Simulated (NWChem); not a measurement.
System: C2H5BF2O; SMILES OB(CF)CF

Here is an NWChem input.

```
start job
memory heap 200 mb stack 900 mb global 1100 mb
geometry units angstroms noautosym nocenter noautoz
  O     -0.044399     1.354173    -0.243629
  B     -0.032204     0.032960    -0.010465
  C     -1.371193    -0.802057    -0.068842
  F     -2.475273    -0.043469    -0.366793
  C      1.367603    -0.648491     0.316310
  F      2.355720     0.329280     0.324574
  H      0.854171     1.709797    -0.170200
  H     -1.536170    -1.317696     0.898611
  H     -1.273889    -1.612000    -0.819286
  H      1.636731    -1.413862    -0.434637
  H      1.366512    -1.156975     1.297564
end
basis spherical
  * library pcsseg-1
end
dft
  xc pbe0
  iterations 150
end
property
  shielding
end
task dft property
```

NWChem printed, in part:

```
             Northwest Computational Chemistry Package (NWChem) 7.3.0
             --------------------------------------------------------

                             Geometry "geometry" -> ""
                             -------------------------

 Output coordinates in angstroms (scale by  1.889725989 to convert to a.u.)

  No.       Tag          Charge          X              Y              Z
 ---- ---------------- ---------- -------------- -------------- --------------
    1 O                    8.0000    -0.04439900     1.35417300    -0.24362900
    2 B                    5.0000    -0.03220400     0.03296000    -0.01046500
    3 C                    6.0000    -1.37119300    -0.80205700    -0.06884200
    4 F                    9.0000    -2.47527300    -0.04346900    -0.36679300
    5 C                    6.0000     1.36760300    -0.64849100     0.31631000
    6 F                    9.0000     2.35572000     0.32928000     0.32457400
    7 H                    1.0000     0.85417100     1.70979700    -0.17020000
    8 H                    1.0000    -1.53617000    -1.31769600     0.89861100
    9 H                    1.0000    -1.27388900    -1.61200000    -0.81928600
   10 H                    1.0000     1.63673100    -1.41386200    -0.43463700
   11 H                    1.0000     1.36651200    -1.15697500     1.29756400

 Effective nuclear repulsion energy (a.u.)     227.5112295497

                              NWChem Property Module
                              ----------------------

  itol2e modified to match energy
  convergence criterion.

                                 NWChem DFT Module
                                 -----------------

 Summary of "ao basis" -> "ao basis" (spherical)
 ------------------------------------------------------------------------------
       Tag                 Description            Shells   Functions and Types
 ---------------- ------------------------------  ------  ---------------------
 O                          pcsseg-1                 7       17   3s3p1d
 B                          pcsseg-1                 7       17   3s3p1d
 C                          pcsseg-1                 7       17   3s3p1d
 F                          pcsseg-1                 7       17   3s3p1d
 H                          pcsseg-1                 3        5   2s1p

  itol2e modified to match energy
  convergence criterion.

[...]

          -----------------------------------------
          Chemical Shielding Tensors (GIAO, in ppm)
          -----------------------------------------

                                NWChem CPHF Module
                                ------------------

  scftype          =     RHF
  nclosed          =       24
  nopen            =        0
  variables        =     2472
  # of vectors     =        3
  tolerance        = 0.10D-03
  level shift      = 0.00D+00
  max iterations   =       50
  max subspace     =       30

 SCF residual:    1.3373425392417348E-004

Iterative solution of linear equations
  No. of variables     2472
  No. of equations        3
  Maximum subspace       30
        Iterations       50
       Convergence  1.0D-04

   iter   nsub   residual    time
   ----  ------  --------  ---------
     1      3    4.73D-01      51.4
     2      6    5.01D-02      56.5
     3      9    1.66D-03      61.6
     4     12    9.38D-05      66.7

      Atom:    1  O
        Diamagnetic
    389.9152      7.6911      1.0392
      7.6911    402.6452     -3.8446
      1.0392     -3.8446    374.9597

        Paramagnetic
   -395.4276    -64.4574    -45.6542
    -64.4574   -281.2942     34.5257
    -45.6542     34.5257    -34.4645

        Total Shielding Tensor
     -5.5124    -56.7664    -44.6150
    -56.7664    121.3510     30.6811
    -44.6150     30.6811    340.4952

           isotropic =     152.1113
          anisotropy =     300.5429

          Principal Components and Axis System
                 1           2           3
              352.4732    133.6955    -29.8349

      1        -0.1478     -0.3125      0.9383
      2         0.1657      0.9275      0.3350
      3         0.9750     -0.2050      0.0853

      Atom:    2  B
        Diamagnetic
    204.3437     -0.2758      4.8091
     -0.2758    191.6654     -3.2568
      4.8091     -3.2568    174.4215

        Paramagnetic
   -171.2185      1.0946    -15.9118
      1.0946   -173.1113     18.3560
    -15.9118     18.3560    -73.3791

        Total Shielding Tensor
     33.1252      0.8188    -11.1027
      0.8188     18.5541     15.0993
    -11.1027     15.0993    101.0423

           isotropic =      50.9072
          anisotropy =      81.6392

          Principal Components and Axis System
                 1           2           3
              105.3334     31.9707     15.4176

      1        -0.1479      0.9751     -0.1651
      2         0.1682      0.1893      0.9674
      3         0.9746      0.1154     -0.1920

      Atom:    3  C
        Diamagnetic
    256.8397     -3.5447      3.3506
     -3.5447    244.8165     -1.5598
      3.3506     -1.5598    239.6210

        Paramagnetic
   -106.3047    -33.1056     15.0607
    -33.1056   -145.2371     -8.9019
     15.0607     -8.9019   -162.8652

        Total Shielding Tensor
    150.5350    -36.6503     18.4113
    -36.6503     99.5794    -10.4617
     18.4113    -10.4617     76.7558

           isotropic =     108.9567
          anisotropy =      97.9933

          Principal Components and Axis System
                 1           2           3
              174.2856     80.4843     72.1003

      1         0.8653      0.4793     -0.1469
      2        -0.4542      0.8736      0.1748
      3         0.2121     -0.0845      0.9736

      Atom:    4  F
        Diamagnetic
    483.0805    -11.7933      5.2553
    -11.7933    474.2762     -3.9503
      5.2553     -3.9503    463.2211

        Paramagnetic
    -21.4202     22.5746    -18.5197
     22.5746    -19.5945     19.6792
    -18.5197     19.6792     70.5166

[...]
```

Level: PBE0/pcSseg-1, GIAO. Geometry: optimised at PBE0/def2-SVP. The printed shielding anisotropy is the first printed principal value minus the mean of the other two.
